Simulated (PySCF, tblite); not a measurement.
Isomers of C8H9OP. Method: GFN2-xTB as coded in tblite; computed harmonic values from a numerical Hessian at the method's own geometry, unscaled. The method is semi-empirical: single wavenumbers can be off by several per cent or more. Modes of hydrogen on phosphorus can be 10 to 20 % off. One conformer each.

Electronic energies: PBE0-D3(BJ)/def2-SVP at its own geometries (PySCF, gas phase).

```csv
SMILES,"electronic energy, lowest = 0 (kJ/mol)"
Cc1cc(C)pc(C=O)c1,18.9
O=[P@@H]1C[C@@H]1c1ccccc1,70.7
CC(=O)c1cpcc(C)c1,0.0
```

Question: How do GFN2-xTB zero-point energies change the relative energies?

Answer: 
```tsv
SMILES	ZPE (kJ/mol)	of it from modes above 1550 cm⁻¹	electronic (kJ/mol)	with ZPE, lowest = 0 (kJ/mol)	lowest mode (cm⁻¹)	rings
CC(=O)c1cpcc(C)c1	381.1	174.0	0.0	0.0	12i	1
Cc1cc(C)pc(C=O)c1	379.2	180.8	18.9	17.0	5	1
O=[P@@H]1C[C@@H]1c1ccccc1	379.6	180.2	70.7	69.1	48	2
```

The zero-point energies span 1.9 kJ/mol, from `Cc1cc(C)pc(C=O)c1` to `CC(=O)c1cpcc(C)c1`. Slightly imaginary modes are left out of the zero-point energy: `CC(=O)c1cpcc(C)c1` 11.9i, 6.6i cm⁻¹. The order is unchanged.

Question: And how do the electronic energies of GFN2-xTB itself compare?

Answer: `CC(=O)c1cpcc(C)c1` 53.9; `Cc1cc(C)pc(C=O)c1` 61.6; `O=[P@@H]1C[C@@H]1c1ccccc1` 0.0 kJ/mol, lowest = 0. Against the energies above, taken from the same isomer `CC(=O)c1cpcc(C)c1`, the largest difference is 124.6 kJ/mol. The two levels were optimised apart and needn't hold the same conformer.
